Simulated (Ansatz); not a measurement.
`C[SiH2][GeH2][CH3]` + H₂S → `[CH3][GeH2][SH]` + `C[SiH3]`  (cleavage of the Ge–Si bond)

Isolated molecules relaxed with PBE0-D4/def2-TZVP in Ansatz; ΔE leaves out vibrations. CCSD(T)/CBS is the MP2 limit (def2-TZVPP, def2-QZVPP) plus CCSD(T) − MP2 in def2-TZVPP, frozen cores. This one scheme is used for every species. Functionals use def2-TZVPP. B3LYP here is the variant with VWN-RPA as its local correlation; programs differ in this. For Ge outer-core shells are correlated without core-valence functions, which leaves a few kJ/mol of doubt a bond. Scalar relativity is left out up to krypton. Each species was taken in one conformer, which may not be the lowest.

```
             level  ΔE (kJ/mol)
             B3LYP        -38.5
    MP2/def2-TZVPP        -39.9
CCSD(T)/def2-TZVPP        -34.6
     HF/def2-QZVPP        -52.9
```

(1) What does CCSD(T)/CBS give? (Estimate.)

Largest T1 diagnostic among the species: 0.011.

Results:

(1) The calculation gave: -34.0 kJ/mol. The listed levels differ from it by -4.5, -5.9, -0.6, -18.9 kJ/mol.

From PBE to PBE0 (25 % exact exchange), in def2-TZVPP and without D4, ΔE moves by −3.3 kJ/mol. The D4 term adds +3.6 kJ/mol with B3LYP and +2.5 kJ/mol with PBE0; it sums over pairs of atoms, weighted by their polarisabilities, and B3LYP, whose exchange is more repulsive, gets the larger term. In def2-TZVPP, CCSD(T) changes the Hartree–Fock value by +17.9 kJ/mol (the triples alone add +1.0 kJ/mol) and MP2 by +12.5 kJ/mol.
